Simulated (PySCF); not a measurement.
## Radial density of Ni⁺ (nickel, charge +1)

PBE0, [Ar] 3d9, 2D determinant. Computed with PySCF 2.14 in def2-TZVP, with the non-relativistic Hamiltonian (point nucleus).

```tsv
r (bohr)	4πr²ρ (e/bohr)	4πr²(ρα − ρβ)
0.000764	0.1047	0.0000
0.00128	0.2886	0.0000
0.00216	0.7756	0.0000
0.00364	2.023	0.0000
0.00611	4.979	0.0000
0.0103	11.17	0.0001
0.0173	21.39	0.0001
0.0291	31.71	0.0002
0.0489	32.28	0.0008
0.0823	26.53	0.0050
0.138	35.23	0.0372
0.233	32.21	0.2072
0.392	15.95	0.6898
0.659	20.63	1.0192
1.11	9.559	0.5878
1.86	1.753	0.1357
3.14	0.2073	0.0088
5.27	0.004478	-0.0003
```
